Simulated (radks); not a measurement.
Species: Se30+. Configuration: [He] 2s2.

Method: Dirac Kohn-Sham, relativistic LDA (MacDonald-Vosko exchange, VWN5 correlation), spin-unpolarised, spherical densities, finite nucleus; Fermi nuclear charge, rms radius 4.14 fm; computed with a radial shooting solver on a logarithmic mesh with Libxc functionals.

Energy parts (hartree):
total: -1410.42093
kinetic: 1453.42505
electron-nucleus: -2921.50921
Hartree: 80.80409
exchange-correlation: -23.14086

Orbitals (lengths in bohr, moments of r in powers of bohr; r(max) is where P^2 peaks; r(90%) holds 90 % of the orbital's charge):
\begin{tabular}{lrrrrrrr}
orbital & occ. & eigenvalue (hartree) & <1/r> & <r> & r(90%) & r(max) & small-component weight \\ \hline
1s1/2 & 2 & -541.4748 & 34.58 & 0.04397 & 0.0785 & 0.02884 & 1.52e-02 \\
2s1/2 & 2 & -126.5999 & 8.382 & 0.1810 & 0.277 & 0.1568 & 3.54e-03 \\
2p1/2 & 0 & -123.9323 & 8.321 & 0.1525 & 0.246 & 0.1210 & 3.49e-03 \\
2p3/2 & 0 & -122.0216 & 8.073 & 0.1556 & 0.250 & 0.1238 & 3.43e-03 \\
3s1/2 & 0 & -54.06430 & 3.617 & 0.4177 & 0.604 & 0.4019 & 1.50e-03 \\
\end{tabular}

The highest occupied level is 2s1/2 at -3445.0 eV. The electron density at the nucleus is 3.965e+04 e/bohr^3. For comparison, the ionisation energy in NIST's Atomic Spectra Database is 3507 eV (semi-empirical). In exact Kohn-Sham theory the highest level is minus the ionisation energy, but local and semilocal functionals leave it too shallow, through self-interaction and a potential that decays too fast; potentials with the right tail come closer.
